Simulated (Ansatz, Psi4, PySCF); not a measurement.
hydrogen isocyanide (CHN), singlet, geometry from GFN2-xTB. Base run: CCSD(T)/6-311G** (PySCF).

PySCF was given this input:
```python
from pyscf import gto, scf, cc

mol = gto.Mole()
mol.atom = '''
    C    -0.00000000   -0.00000000   -0.73320915
    N     0.00000000    0.00000000    0.42522810
    H     0.00000000    0.00000000    1.42265821
'''
mol.basis = '6-311g**'
mol.verbose = 4
mol.build()

mf = scf.RHF(mol)
mf.kernel()

mycc = cc.CCSD(mf)
mycc.kernel()
et = mycc.ccsd_t()
print('E(CCSD(T)) = %.10f' % (mycc.e_tot + et))
```

The same geometry, method and basis name were run in Ansatz (a first-principles code) and Psi4 and PySCF, at each program's defaults and at the settings that a row names. The base is PySCF at its defaults. Differences at the defaults can come from grids, fitting, cores and function types together.

```
code and settings                                                                 ΔE vs base (mEh)  basis functions     E (Eh)  SCF cycles
--------------------------------------------------------------------------------  ----------------  ---------------  ---------  ----------
PySCF, defaults (exact integrals, spherical functions, all electrons correlated)             0.000               42  -93.23308           9
Psi4, defaults (exact integrals, spherical functions, all electrons correlated)              0.000               42  -93.23308          10
Ansatz, defaults (factorised integrals, spherical functions, frozen core)                   38.453               42  -93.19463           -
PySCF, frozen core                                                                          38.452               42  -93.19463           9
Psi4, exact integrals, spherical functions, frozen core                                     38.452               42  -93.19463          10
Ansatz, high accuracy, frozen core                                                          38.452               42  -93.19463           -
```
